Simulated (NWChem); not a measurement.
Species: Si₂H₄OClF; SMILES O[Si@@H](F)[SiH2]Cl

```xyz
9

O      1.3449     1.5238    -0.6821
Si     0.0750     1.2357     0.3326
F     -1.0577     2.3940     0.1583
Si    -0.8615    -0.7995    -0.3370
Cl     0.4811    -2.2931     0.2033
H      1.9738     2.2129    -0.4458
H      0.4923     1.2811     1.7632
H     -2.1550    -1.0580     0.3591
H     -1.0768    -0.8489    -1.8111
```
Atoms are numbered in this order, from 1.

Program: NWChem. Pople sets run with spherical d functions. All runs use the structure optimised with PBE0/def2-SVP. Atomic charges in e: unrestrained fits to the electrostatic potential beside Mulliken populations; buried atoms are poorly determined by the fit.

For level Hartree-Fock/6-31G*:

```
Property      Result
------------  ------
ESP O1         -0.79
Mulliken O1    -0.89
ESP Si2         0.92
Mulliken Si2    1.21
Mulliken F3    -0.54
ESP Si4         0.45
Mulliken Si4    0.50
Mulliken Cl5   -0.37
```

Q: Estimate the same quantities for level B3LYP/def2-SVP.

A: The ESP O1 is -0.67. The Mulliken O1 comes out as -0.39 and the ESP Si2 is 0.81. The Mulliken Si2 comes out as 0.71. The Mulliken F3 is -0.34, the ESP Si4 is 0.29 and the Mulliken Si4 comes out as 0.35. The Mulliken Cl5 comes out as -0.26.
